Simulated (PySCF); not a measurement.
# Calculated NMR parameters of Fc1cccc2c1[C@@H]1C=C[C@H]2C1

```yaml
Formula: C11H9F
SMILES: Fc1cccc2c1[C@@H]1C=C[C@H]2C1
Point_group_of_the_computed_structure: C1
Degrees_of_unsaturation: 7
Carbon_signals: 11
Proton_signals: 9
```

Numbering as in the mapped SMILES `[F:1][c:2]1[cH:3][cH:4][cH:5][c:6]2[c:7]1[C@@H:8]1[CH:9]=[CH:10][C@H:11]2[CH2:12]1`. Hydrogens are named by the atom that carries them. Ha(C12) is cis to C9 on the ring; Hb(C12) is trans to C9 on the ring.

All values are calculated (PySCF 2.14.0 with density-fitted response routines): GIAO PBE0/pcSseg-1 shieldings, structure optimised with GFN2-xTB. No solvent, a single conformation, no relativistic terms.

δ = σ(ref) − σ, references computed at the same level: 1H (31.72 ppm) and 13C (186.93 ppm) against TMS; CFCl3 for 19F (170.95 ppm).

```tsv
carbon	δC, type	δH (multiplicity)	HMBC from (2–3 bonds)	span of the C tensor (ppm)
C2	167.2, C	–	H(C4), H(C3), H(C8)	132
C3	118.2, CH	6.94 (m)	H(C5), H(C4)	177
C4	131.4, CH	7.19 (m)	H(C5), H(C3)	216
C5	122.5, CH	7.33 (m)	H(C4), H(C3), H(C11)	207
C6	163.2, C	–	H(C5), H(C4), H(C10), H(C8), H(C11), Ha(C12), Hb(C12)	212
C7	143.5, C	–	H(C5), H(C9), H(C3), H(C8), H(C11), Ha(C12), Hb(C12)	170
C8	49.4, CH	4.09 (m)	H(C9), H(C10), H(C11), Ha(C12), Hb(C12)	22
C9	153.4, CH	7.20 (m)	H(C10), H(C8), H(C11), Ha(C12), Hb(C12)	249
C10	153.5, CH	7.17 (m)	H(C9), H(C8), H(C11), Ha(C12), Hb(C12)	249
C11	54.3, CH	3.76 (m)	H(C5), H(C9), H(C10), H(C8), Ha(C12), Hb(C12)	14
C12	75.2, CH2	Hb(C12) 2.29 (m); Ha(C12) 2.42 (m)	H(C9), H(C10), H(C8), H(C11)	33
```

Other nuclei:
```csv
atoms,nucleus,environment,δ (ppm),σ (ppm)
F1,19F,aryl fluorine,-128.5,299.5
```

- Carbon types of the structure: 3 × C, 7 × CH, 1 × CH2, which accounts for all hydrogens.
- δC 167.2: aromatic carbon bearing fluorine; σ withdrawal by the attached heteroatom moves it downfield of the ring CH carbons.
- δC 163.2, 143.5: substituted aromatic carbon.
- δC 153.5, 153.4: alkene CH; the olefinic region.
- δC 131.4, 122.5, 118.2: aromatic CH.
- δC 75.2: sp3 CH2 in a ring.

Splittings by 19F in the carbon and heteronuclear signals aren't shown, as no couplings were computed. Shifts are as computed. Against solution values, carbons near 30 ppm lie about +3 ppm off and those near 130 ppm about +5 ppm. Of 1211 compounds with measured shifts, 218 miss one by over three times the rms of a fit or turn the order of signals round; such compounds aren't used in these exercises. Unscaled 19F shifts against computed CFCl3 carry errors that often reach 10 to 50 ppm. Multiplicities follow the n + 1 count of equivalent neighbours, as no J values were calculated; m marks all less simple cases, F and P coupling included.
